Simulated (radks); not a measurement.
The numbers below are computed, except where a source is named.
Sb26+, 25 electrons, occupied as [Ne] 3s2 3p5.5 3d7 4s0.5 (fractional occupations, a model configuration). Code: a radial shooting solver on a logarithmic mesh with Libxc functionals. Model: Dirac Kohn-Sham, XLYP, spin-unpolarised, spherical densities, point nucleus; open shells are shared between the two j in proportion to 2j + 1.

Spin-orbit splittings of the eigenvalues, e(l+1/2) - e(l-1/2), with zeta = 2 splitting/(2l+1) and mean radii in bohr:

| shell | occ. | splitting (eV) | zeta (eV) | <r> j=l-1/2 | <r> j=l+1/2 |
|---|---|---|---|---|---|
| 2p | 6 | 253.9 | 169.3 | 0.1028 | 0.1082 |
| 3p | 5.5 | 52.22 | 34.81 | 0.3052 | 0.3149 |
| 3d | 7 | 11.44 | 4.574 | 0.2811 | 0.2841 |
| 4p | 0 | 16.47 | 10.98 | 0.6436 | 0.6576 |
| 4d | 0 | ? | ? | 0.6504 | 0.6543 |
| 4f | 0 | 0.8814 | 0.2518 | 0.6136 | 0.6151 |

Estimate the 4d splitting.

Answer. 3.578 eV (zeta = 1.431 eV).
